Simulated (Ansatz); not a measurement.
Consider the redistribution: `NB(N)F` + `B/C=C/[SiH3]` → `NB(F)/C=C/[SiH3]` + `BN`.

Computed with Ansatz on PBE0-D4/def2-TZVP structures; ΔE is electronic, products minus reactants. CCSD(T)/CBS is the MP2 limit (def2-TZVPP, def2-QZVPP) plus CCSD(T) − MP2 in def2-TZVPP, frozen cores. This one scheme is used for every species. Double bonds are as drawn, so ΔE can hold a change between cis and trans. Functionals use def2-TZVPP. B3LYP here is the variant with VWN-RPA as its local correlation; programs differ in this. HSE06 is defined as in plane-wave codes. One conformer a species, not always the lowest.

```csv
level,ΔE (kJ/mol),difference from CCSD(T)/CBS
revPBE-D4,-59.6,-5.3
B97M-V,-55.6,-1.3
B3LYP-D4,-56.0,-1.7
r2SCANh-D4,-56.1,-1.8
r2SCAN0-D4,-53.9,0.4
HSE06-D4,-56.7,-2.4
BHLYP-D4,-50.4,3.9
CAM-B3LYP-D4,-56.3,-2.0
PBE-QIDH,-53.6,0.7
revPBE,-59.8,-5.5
B3LYP,-55.4,-1.1
r2SCANh,-55.7,-1.4
MP2/def2-TZVPP,-55.2,-0.9
MP2/def2-QZVPP,-53.7,0.6
SCS-MP2/def2-QZVPP,-52.3,2.0
MP2/CBS(def2),-52.9,1.4
CCSD(T)/CBS,-54.3,0
```

Largest T1 diagnostic among the species: 0.012.

At CCSD(T), def2-SVP lies −13.8 kJ/mol from the extrapolated value and def2-TZVPP −2.4 kJ/mol. Leaving LDA and LC-ωPBE aside and taking each functional with its dispersion term where it has one, the values, not all of them listed here, spread over 11.8 kJ/mol, from PBE-D4 to BHLYP-D4. LDA lies −4.1 kJ/mol from PBE without D4.
